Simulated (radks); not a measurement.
Problem. All-electron atom: Cs7+ in [Kr] 4d10 5s1 5p1 (not the ground configuration). Calculated with a radial shooting solver on a logarithmic mesh with Libxc functionals: scalar-relativistic Kohn-Sham, LDA (Slater exchange, Perdew-Wang correlation), spin-polarised, spherical densities, finite nucleus; open shells are filled with parallel spins first (spin-orbit coupling, left out, can overturn this in heavy ions); Fermi nuclear charge, rms radius 4.8041 fm. Some entries of the table are withheld. Estimate them.

orbital  occ.  eigenvalue (hartree)  <1/r> (bohr^-1)  <r> (bohr)
1s up       1             -1317.555            59.34     0.02613
1s down     1             -1317.548            59.34     0.02613
2s up       1             -209.5869            13.63      0.1122
2s down     1             -209.5830            13.63      0.1122
2p up       3             -188.4790            13.00     0.09824
2p down     3             -188.4742            13.00     0.09824
3s up       1             -46.23246            4.911      0.2994
3s down     1             -46.22650            4.911      0.2994
3p up       3             -39.43614            4.665      0.2972
3p down     3             -39.42991            4.665      0.2972
3d up       5             -29.42848            4.423      0.2736
3d down     5             -29.42267            4.423      0.2736
4s up       1             -11.40041            2.027      0.6929
4s down     1             -11.38745            2.028      0.6923
4p up       3              -9.21567            1.866      0.7360
4p down     3              -9.20054            1.869      0.7349
4d up       5              -6.02360            1.606      0.8235
4d down     5              -6.00083            1.613      0.8195
5s up       1              -3.93732           0.8642         (1)
5s down     0              -3.83651           0.8693         (2)
5p up       1              -3.30717           0.7809         (3)
5p down     0              -3.20336           0.7809         (4)

Solution. 
(1) 5s up <r> (bohr): 1.540
(2) 5s down <r> (bohr): 1.535
(3) 5p up <r> (bohr): 1.691
(4) 5p down <r> (bohr): 1.695
